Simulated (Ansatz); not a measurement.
An input meant for the cluster AsP2 (charge 0, quartet; atoms displaced at random, 0.15 Å in each coordinate).

```yaml
crystal:
  periodic: [false, false, false]
  atoms:
    - {symbol: P, position_ang: [-0.113989, 0.570005, 1.054146]}
    - {symbol: P, position_ang: [1.335299, -0.505663, 0.642170]}
    - {symbol: As, position_ang: [-0.793189, 0.102570, -1.269126]}
basis:
  gaussian: {orbitals: def2-SVPD, final_grid: {core_spheres: 5, valence_spheres: 4, degree: 11}}
magnetization: {spin_polarized: true, initial_magnetization: 3}
hamiltonian: {xc: {name: PBE0}, dispersion: d2}
scf: {omitted_lower_state_checks: [starts]}
output: {forces: true}
```

```sh
$ ansatz run in.yaml --threads 4 --pin off --events-out ev --progress --plain --max-ram 3916MiB
```

Problem. Predict how Ansatz answers.

Solution. The input was rejected before any iteration. The program holds no damping parameters for this pairing of functional and dispersion term, so they'd have to be typed.
```
Error: YAML parse error: error: line 10 column 45: hamiltonian.dispersion: `d2` is not `none`, `rvv10`, `d3bj`, `d3bjatm`, `d4` or a map `{method: …, s8: …, a1: …, a2_bohr: …}` (numbers without units, a2 in bohr) or `{method: …, functional: …}`
 8 |   gaussian: {orbitals: def2-SVPD, final_grid: {core_spheres: 5, valence_spheres: 4, degree: 11}}
 9 | magnetization: {spin_polarized: true, initial_magnetization: 3}
10 | hamiltonian: {xc: {name: PBE0}, dispersion: d2}
11 | scf: {omitted_lower_state_checks: [starts]}
12 | output: {forces: true}
```
